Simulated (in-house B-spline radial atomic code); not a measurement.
Ionising Sb V (Sb4+) with different functionals

Computed with an all-electron radial atomic-structure program (B-spline basis): scalar-relativistic (spin-free X2C) Hamiltonian, Fermi nucleus of rms radius 4.6802 fm, spin-polarised at highest spin, spherical fractional occupations for the functionals, the average over the highest-spin determinants for Hartree-Fock. The ionisation energy is the difference of two self-consistent energies, [Kr] 4d10 5s1 → [Kr] 4d10, without Breit or QED terms; ε is the level of the shell that loses the electron (its least bound occupied spin orbital). There is no spin-orbit coupling in this Hamiltonian.

| method | rung | ΔSCF (eV) | -ε(5s) (eV) |
| --- | --- | --- | --- |
| Hartree-Fock | Hartree-Fock | 53.44 | 53.60 |
| HF fractional | Hartree-Fock | 53.44 | 53.60 |
| LDA VWN5 | LDA | 56.15 | 50.82 |
| LDA PW92 | LDA | ? | ? |
| LDA exchange-only | LDA | 54.94 | 49.68 |
| PBE | GGA | 55.70 | 50.33 |
| PBEsol | GGA | 55.65 | 50.40 |
| BLYP | GGA | 55.94 | 50.45 |
| RPBE | GGA | 55.49 | 50.12 |
| PW91 | GGA | 55.82 | 50.47 |
| BP86 | GGA | ? | ? |
| AM05 | GGA | 55.61 | 50.40 |
| OLYP | GGA | 55.42 | 50.03 |
| TPSS | meta-GGA | 55.20 | 50.05 |
| SCAN | meta-GGA | 55.35 | 50.70 |
| r2SCAN | meta-GGA | 55.13 | 50.46 |
| revTPSS | meta-GGA | 55.07 | 50.00 |
| PBE0 | global hybrid | 55.28 | 51.34 |
| B3LYP | global hybrid | 55.77 | 51.41 |
| TPSSh | global hybrid | 55.08 | 50.47 |
| BHandHLYP | global hybrid | 55.17 | 52.44 |
| r2SCAN0 | global hybrid | 54.96 | 51.52 |
| B97-1 | global hybrid | 55.07 | 50.86 |
| HSE06 | range-separated hybrid | 55.33 | 51.00 |
| wB97X | range-separated hybrid | 54.60 | 53.51 |
| CAM-B3LYP | range-separated hybrid | 55.70 | 53.05 |
| LC-wPBE | range-separated hybrid | 55.21 | 54.22 |

(1) What does BP86 give?

(2) What does LDA PW92 give?

(3) Among the functionals, which spreads more, the ΔSCF values or the orbital energies?

(4) How do they compare with the NIST value?

## Answers

(1) ΔSCF 55.69 eV, and -ε(5s) = 50.51 eV.

(2) ΔSCF 56.14 eV, and -ε(5s) = 50.81 eV.

(3) The orbital energies: ΔSCF values span about 1.55 eV and the orbital energies 4.53 eV.

(4) NIST lists 55.0 eV ± 0.1 (semi-empirical, ground level to ground level). Errors run from -1.56 to +1.15 eV; r2SCAN0 is closest (-0.04 eV), though others lie within the uncertainty of it, and part of that can be cancellation, since the calculations leave out Breit-QED terms. Hartree-Fock also lacks correlation.
